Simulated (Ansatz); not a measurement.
```yaml
crystal:
  periodic: [false, false, false]
  atoms:
    - {symbol: C, position_ang: [-0.784039, 1.065465, -0.911007]}
    - {symbol: C, position_ang: [-0.352522, 0.146107, 0.323621]}
    - {symbol: C, position_ang: [0.913200, 0.746677, 1.093652]}
    - {symbol: Ge, position_ang: [0.016299, -1.791031, -0.297250]}
    - {symbol: H, position_ang: [-1.715925, 0.662312, -1.445570]}
    - {symbol: H, position_ang: [-1.018788, 2.135568, -0.560916]}
    - {symbol: H, position_ang: [0.058855, 1.139278, -1.688639]}
    - {symbol: H, position_ang: [-1.234682, 0.073832, 1.059025]}
    - {symbol: H, position_ang: [1.830171, 0.805571, 0.403476]}
    - {symbol: H, position_ang: [1.204524, 0.114235, 2.005687]}
    - {symbol: H, position_ang: [0.697148, 1.813822, 1.464226]}
    - {symbol: H, position_ang: [0.414088, -2.729595, 0.959146]}
    - {symbol: H, position_ang: [1.244764, -1.795139, -1.352110]}
    - {symbol: H, position_ang: [-1.286743, -2.417969, -1.022995]}
basis:
  gaussian: {orbitals: x2c-TZVPPall}
total_charge: 1
magnetization: {spin_polarized: true, initial_magnetization: 1}
hamiltonian: {xc: {name: wPBEh}}
accuracy: high
output: {forces: true}
```

```sh
$ ansatz run in.yaml --threads 2 --pin off --events-out ev --progress --plain --max-ram 32768MiB --backend cpu
```

Output, abridged:

```
Functional definition: wPBEh
5057 factors; integrals over basis functions are off by at most 3.7e-8 eV
129 factors; integrals over basis functions are off by at most 1.2e-9 eV
mean field evaluation 1: about -60344.4332 eV, gradient 6.4e1 eV
mean field evaluation 2: about -60191.3570 eV, gradient 1.4e2 eV
mean field evaluation 4: about -60364.1656 eV, gradient 2.0e1 eV
mean field evaluation 8: about -60366.7133 eV, gradient 6.9e-1 eV
mean field evaluation 16: about -60366.7502 eV, gradient 3.9e-3 eV
mean field evaluation 32: about -60366.7502 eV, gradient 2.0e-7 eV
mean field -60366.75021920 eV, -2218.4371525026 hartree, gradient 7.1e-8 eV, S^2 0.753421; 2 other end points of the search recorded, 0 dependent functions left out
reference -60366.75022397 eV, -2218.4371526778 hartree; 30, 29 occupied and 251, 252 virtual orbitals, 5057 factors
Total energy: -60366.75022397 eV, -2218.4371526778 hartree
Relativity: scalar
Atom 0 at    -0.784039     1.065465    -0.911007 Å, force     0.305238    -1.588116    -0.797119 eV/Å
Atom 1 at    -0.352522     0.146107     0.323621 Å, force    -0.547892     5.681742     1.367532 eV/Å
Atom 2 at     0.913200     0.746677     1.093652 Å, force     0.581876    -1.641173    -0.466130 eV/Å
Atom 3 at     0.016299    -1.791031    -0.297250 Å, force     0.671645    -3.213340    -1.081564 eV/Å
Atom 4 at    -1.715925     0.662312    -1.445570 Å, force     1.280404     0.629560     0.869382 eV/Å
Atom 5 at    -1.018788     2.135568    -0.560916 Å, force     0.358841    -1.428274    -0.025041 eV/Å
Atom 6 at     0.058855     1.139278    -1.688639 Å, force    -1.157374     0.032154     1.172256 eV/Å
Atom 7 at    -1.234682     0.073832     1.059025 Å, force     1.070414    -0.862751    -1.043263 eV/Å
Atom 8 at     1.830171     0.805571     0.403476 Å, force    -1.339537     0.068228     0.956035 eV/Å
Atom 9 at     1.204524     0.114235     2.005687 Å, force    -0.519439     0.966902    -1.260081 eV/Å
Atom 10 at     0.697148     1.813822     1.464226 Å, force    -0.132763    -1.336101    -0.605550 eV/Å
Atom 11 at     0.414088    -2.729595     0.959146 Å, force    -0.376493     1.178562    -0.631364 eV/Å
Atom 12 at     1.244764    -1.795139    -1.352110 Å, force    -0.928981     0.537170     0.882341 eV/Å
Atom 13 at    -1.286743    -2.417969    -1.022995 Å, force     0.734061     0.975436     0.662567 eV/Å
Dipole moment:    -0.081206     0.511657     0.150242 e Å
```

Run time 2 min (2 threads of a server CPU on a shared host); peak host memory 3 GiB.
